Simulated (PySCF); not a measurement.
What settings do to a single point of [OsH4(NO)]−

The sound run of [OsH4(NO)]− (singlet) uses PySCF 2.14.0, RKS TPSS, Os def2-SVP with ECP60, H def2-SVP, N def2-SVP, O def2-SVP; non-relativistic Hamiltonian with scalar-relativistic core potentials where named; density fitting; no spin-orbit coupling, grid (50, 194), threshold 1e-8 Eh and 55 cycles, at the relaxed geometry:

```xyz
7

Os    0.0000    0.2077   -0.0527
H     0.0000    0.1347    1.5387
H     1.6514    0.6360   -0.0458
H     0.0000    1.8575   -0.5407
H    -1.6514    0.6360   -0.0458
N     0.0000   -1.5687   -0.2144
O     0.0000   -2.6849   -0.6697
```

There Os1 has a Mulliken charge of -0.08 e and the dipole about the centre of mass is 0.74 D. Each run below changes one thing and starts from free metal ions and neutral atoms unless it says otherwise; with 55 cycles, smearing, a level shift and second-order steps follow where DIIS fails, and their cycles count. Energy shifts count from the sound run.

| change | outcome | cycles | energy shift (eV) | largest force component (eV/Å) | charge on Os1 (e) | dipole about the centre of mass (D) |
| --- | --- | --- | --- | --- | --- | --- |
| cycle limit 3 | not converged | 3 | – | – | – | – |
| start from a density of up to 30 smeared cycles (not counted) | converged | 10 | 0.0000 | 0.01 | -0.08 | 0.74 |
| threshold 1e-05 | converged | 13 | 0.0000 | 0.04 | -0.08 | 0.72 |

Task: How does the run with this change end: grid (10, 14)?

Result: outcome converged, cycles 15, energy shift (eV) -9.28, largest force component (eV/Å) 6.13, charge on Os1 (e) -0.42, dipole about the centre of mass (D) 1.84.

Unsound on purpose, so not properties of the compound: grid (10, 14).

Forces carry noise of the integration grid, about 0.01 to 0.03 eV/Å.

No frequency check is given that shows the relaxed geometry to be a minimum.
